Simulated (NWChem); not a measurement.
System: CH$_{3}$ClGe, singlet; SMILES [CH3][Ge][Cl]

Output (shortened):

```
             Northwest Computational Chemistry Package (NWChem) 7.3.0
             --------------------------------------------------------

 C1  symmetry detected

                             Geometry "geometry" -> ""
                             -------------------------

 Output coordinates in angstroms (scale by  1.889725989 to convert to a.u.)

  No.       Tag          Charge          X              Y              Z
 ---- ---------------- ---------- -------------- -------------- --------------
    1 Ge                  32.0000    -0.49347339     0.48858038     0.00000502
    2 Cl                  17.0000     0.16127581    -1.61974949     0.00000864
    3 C                    6.0000     1.33002434     1.27766886     0.00002707
    4 H                    1.0000     1.29673140     2.37796406     0.00394065
    5 H                    1.0000     1.88467047     0.93163380    -0.88856829
    6 H                    1.0000     1.88791178     0.92555806     0.88415789

 Effective nuclear repulsion energy (a.u.)     235.7665410376

                                 NWChem DFT Module
                                 -----------------

 Summary of "ao basis" -> "ao basis" (spherical)
 ------------------------------------------------------------------------------
       Tag                 Description            Shells   Functions and Types
 ---------------- ------------------------------  ------  ---------------------
 Ge                        def2-svpd                14       38   6s4p4d
 Cl                        def2-svpd                11       27   5s4p2d
 C                         def2-svpd                 8       20   4s2p2d
 H                         def2-svpd                 4        8   2s2p

            General Information
            -------------------
          SCF calculation type: DFT
          Wavefunction type:  closed shell.
          No. of atoms     :     6
          No. of electrons :    58
           Alpha electrons :    29
            Beta electrons :    29
          Charge           :     0
          Spin multiplicity:     1
          Use of symmetry is: off; symmetry adaption is: off
          Maximum number of iterations: 150
          AO basis - number of functions:   109
                     number of shells:    45
          Convergence on energy requested:  1.00D-06
          Convergence on density requested:  1.00D-05
          Convergence on gradient requested:  5.00D-04

[...]

                                NWChem TDDFT Module
                                -------------------

            General Information
            -------------------
           No. of orbitals :     218
            Alpha orbitals :     109
             Beta orbitals :     109
        Alpha frozen cores :       0
         Beta frozen cores :       0
     Alpha frozen virtuals :       0
      Beta frozen virtuals :       0
         Spin multiplicity :       1
    Number of AO functions :     109
        Use of symmetry is : off
      Symmetry adaption is : off
         Schwarz screening :  0.10D-07

              XC Information
              --------------
                  B3LYP Method XC Potential
              Hartree-Fock (Exact) Exchange   0.20
                 Slater Exchange Functional   0.80 local
             Becke 1988 Exchange Functional   0.72 non-local
       Lee-Yang-Parr Correlation Functional   0.81
           VWN I RPA Correlation Functional   0.19 local

             TDDFT Information
             -----------------
          Calculation type : Tamm-Dancoff TDDFT
         Wavefunction type : Restricted singlets
          No. of electrons :      58
           Alpha electrons :      29
            Beta electrons :      29
              No. of roots :       6
          Max subspacesize :    5200
            Max iterations :     100
               Target root :       1
           Target symmetry : none
      Symmetry restriction : off
                 Algorithm : Optimal
        Davidson threshold :  0.10D-03

    6 smallest eigenvalue differences (eV)
--------------------------------------------------------
  No. Spin  Occ  Vir  Irrep   E(Occ)    E(Vir)   E(Diff)
--------------------------------------------------------
    1    1   29   30 a        -0.249    -0.109     3.802
    2    1   28   30 a        -0.322    -0.109     5.782
    3    1   27   30 a        -0.328    -0.109     5.963
    4    1   29   31 a        -0.249    -0.016     6.330
    5    1   26   30 a        -0.353    -0.109     6.626
    6    1   29   32 a        -0.249     0.013     7.124
--------------------------------------------------------

  Entering Davidson iterations
  Restricted singlet excited states

  Iter   NTrls   NConv    DeltaV     DeltaE      Time
  ----  ------  ------  ---------  ---------  ---------
    1      6       0     0.11E+00   0.10+100       26.9
    2     12       0     0.21E-01   0.25E-01       23.1
    3     18       0     0.55E-02   0.55E-03       23.3
    4     24       0     0.32E-02   0.11E-03       26.1
    5     30       3     0.17E-02   0.24E-04       30.1
    6     33       5     0.27E-03   0.24E-05       27.5
    7     34       6     0.72E-04   0.14E-06       20.8
  ----  ------  ------  ---------  ---------  ---------
  Convergence criterion met

  Ground state a       -2576.781972663249 a.u.

  ----------------------------------------------------------------------------
  Root   1 singlet a              0.108840880 a.u.                2.9617 eV
  ----------------------------------------------------------------------------
     Transition Moments    X  0.00005   Y -0.00006   Z  0.52401
     Dipole Oscillator Strength                    0.0199244911
     Electric Quadrupole                           0.0000000441
     Magnetic Dipole                               0.0000015485
     Total Oscillator Strength                     0.0199260838

[...]
```

Level: B3LYP/def2-SVPD, TDA. Low-valent species are run as closed-shell singlets; no triplet was tried in these runs. Structure relaxed at the PBE0/def2-SVP level.

Task: Write an input that gives this output.

Result: One answer among several that fit: the input that was run:
```
start job
memory heap 200 mb stack 900 mb global 1100 mb
geometry units angstroms noautoz
  Ge    -0.484892     0.498185     0.003553
  Cl     0.226084    -1.591842    -0.003632
  C      1.316819     1.335825     0.004695
  H      1.254075     2.434816     0.012126
  H      1.879783     1.007572    -0.885415
  H      1.884682     0.995997     0.887280
end
basis spherical
  * library def2-svpd
end
dft
  xc b3lyp
  iterations 150
end
tddft
  cis
  nroots 6
  notriplet
end
task tddft energy
```
